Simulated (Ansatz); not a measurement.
**What each rung costs, and what it gives**

Saddle point of SiNH7SO, closed shell (SiNH₅S ([NH2][SiH2][SH]) + H₂O → SiNH₅O ([NH2][SiH2][OH]) + H₂S; bonds formed: Si1–O7, S2–H6; bonds broken: Si1–S2, H6–O7), PBE0-D4/def2-TZVP structure:

Si1  (-0.623, 0.169, -0.128)
S2  (-0.014, -1.288, 1.967)
H3  (-1.684, -0.620, -0.820)
H4  (-1.380, 0.975, 0.873)
N5  (0.206, 1.459, -0.866)
H6  (0.709, -1.426, 0.574)
O7  (0.713, -1.009, -0.618)
H8  (0.805, -0.327, 2.425)
H9  (0.935, 1.350, -1.549)
H10  (-0.029, 2.415, -0.666)
H11  (0.361, -1.698, -1.193)
(Å)

Barriers are electronic and count from the start structure reached by relaxing down the imaginary mode.

Ansatz 0.2.0; basis: as named in each row; cores frozen in the correlated methods. B3LYP uses VWN-RPA correlation. Extrapolation: Hartree–Fock as exp(−7.88 √X), correlation as X^−2.97.

Times are rough, for one single point on 4 threads of a shared host (AMD EPYC 9R14).

The estimate by CCSD(T) at an estimated basis limit (MP2 extrapolated from triple and quadruple zeta, plus CCSD(T) − MP2 in triple zeta) is 33.26 kcal/mol.

```csv
method,basis,time (s),barrier (kcal/mol),method less estimate
HF,STO-3G,under 1,51.77,18.51
PBE-D4,STO-3G,under 1,4.26,-29.00
SPW92,def2-SVP,under 1,16.37,-16.89
PBE-D4,def2-SVP,under 1,23.51,-9.75
B3LYP-D4,6-31G,under 1,28.91,-4.35
PBE0-D4,def2-SVP,under 1,28.26,-4.99
SPW92,def2-TZVPP,1,19.15,-14.11
PBE-D4,def2-TZVPP,1,26.07,-7.19
BLYP-D4,def2-TZVPP,1,28.83,-4.43
B3LYP-D4,def2-TZVPP,2,31.63,-1.63
BHLYP-D4,def2-TZVPP,2,36.00,2.74
PBE0-D4,def2-TZVPP,2,29.89,-3.37
wB97M-V,def2-SVP,2,29.33,-3.93
CAM-B3LYP-D4,def2-TZVPP,2,32.23,-1.03
CCSD(T),def2-SVP,2,34.85,1.59
r2SCAN-D4,def2-TZVPP,3,27.59,-5.67
r2SCAN0-D4,def2-TZVPP,3,30.54,-2.72
B2PLYP,def2-TZVPP,4,32.43,-0.83
PBE-QIDH,def2-TZVPP,4,32.01,-1.25
RPA on PBE,def2-TZVPP,4,32.21,-1.05
wB97X-V,def2-TZVPP,4,32.75,-0.51
B97M-V,def2-TZVPP,4,31.29,-1.97
wB97M-V,def2-TZVPP,5,31.55,-1.71
MP2,def2-QZVPP,12,31.66,-1.60
CCSD(T),def2-TZVPP,74,33.24,-0.01
```

All methods are single points on the PBE0-D4 structures.

The T1 diagnostic stays at or below 0.012.

Labels in which every atom is bracketed show which atoms are joined, not bond orders.
